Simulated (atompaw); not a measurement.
## Which change was made? (Mg, PAW (atompaw))

- Element: Mg (Z = 12)
- Generator: atompaw 4.2.0.5
- Type: PAW
- Functional: LDA (PW92)
- Relativity: scalar-relativistic
- Frozen core: [He] 2s2
- Valence charge: 8
- Reference configuration: 2p6 3s1.5 3p0 (charge +0.5)
- Partial waves: 3s (bound): rc 1.95 bohr; 3s channel at 4.05 Ry: rc 2.10 bohr; 2p (bound): rc 0.95 bohr; 3p (bound, empty): rc 1.05 bohr; 3d channel at 0.35 Ry: rc 2.10 bohr
- Local potential: ultrasoft scheme with l = 3 at 0 Ry, radius 1.95 bohr
- Core correction: smooth core density matched at 1.35 bohr
- Augmentation charge: gaussian compensation charge, radius 1.65 bohr; PAW radius 2.10 bohr; waves and projectors: custom polynom vanderbiltortho

Cutoffs, loose and tight: the cutoffs (Ry, on a coarse ladder) from which the occupation-weighted sum of valence levels, in a spherical-Bessel basis at the reference potential, stays within 10 and 1 mRy of its value at 400 Ry. They see the waves, projectors and local potential, not the compensation charge or the core.

The base gives: outcome: generated; cutoff, loose: 120 Ry; cutoff, tight: 160 Ry; bound ghosts: s.

After one change the result is: outcome: generated; cutoff, loose: 90 Ry; cutoff, tight: 160 Ry; bound ghosts: none. Which change was it?
A. augmentation gaussian compensation charge, radius 1.65 bohr; PAW radius 2.10 bohr; waves and projectors: custom rrkj gramschmidtortho
B. reference 2p6 3s0 3p0; added wave 3d channel at 1.65 Ry: rc 1.85 bohr
C. all radii scaled by about 0.94 (s 1.84, p 0.90, d 1.98 bohr); local potential ultrasoft scheme with l = 3 at 0 Ry, radius 1.84 bohr; augmentation gaussian compensation charge, radius 1.56 bohr; PAW radius 1.98 bohr; waves and projectors: custom polynom vanderbiltortho; core correction smooth core density matched at 1.28 bohr

A. The others give: reference 2p6 3s0 3p0; added wave 3d channel at 1.65 Ry: rc 1.85 bohr → outcome: failed: atompaw: The overlap operator has at least one negative eigenvalue! | all radii scaled by about 0.94 (s 1.84, p 0.90, d 1.98 bohr); local potential ultrasoft scheme with l = 3 at 0 Ry, radius 1.84 bohr; augmentation gaussian compensation charge, radius 1.56 bohr; PAW radius 1.98 bohr; waves and projectors: custom polynom vanderbiltortho; core correction smooth core density matched at 1.28 bohr → outcome: generated; cutoff, loose: 140 Ry; cutoff, tight: 180 Ry; bound ghosts: none.
